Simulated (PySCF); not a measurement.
**Working out the excitation energy of Cu**

Cu [Ar] 3d10 4s1 (2S) → Cu [Ar] 3d9 4s1 4p1 (high-spin determinant). All numbers are calculated (PySCF 2.14, a scalar-relativistic core potential, in aug-cc-pVDZ-PP with ECP10MDF (5s5p4d2f, 54 functions)). Frozen: 3s2 3p6. Energies in hartree (1 hartree = 27.21139 eV):

| part | Cu (lower) | Cu (upper) |
| --- | --- | --- |
| UHF | -196.165164 | -196.089910 |
| CCSD correlation | -0.401926 | -0.314312 |
| (T) | -0.017254 | -0.008396 |

What does Hartree-Fock give?

(-196.089910) − (-196.165164) = 0.075254 hartree = 2.048 eV.

What do CCSD and CCSD(T) give?

The CCSD correlation energies differ by 0.087614 hartree = 2.384 eV and the triples by 0.008858 hartree = 0.241 eV, so CCSD gives 4.432 eV and CCSD(T) 4.673 eV.

One determinant mixes LS terms, so it does not stand for a single term.

A double-zeta basis recovers only part of the correlation energy.
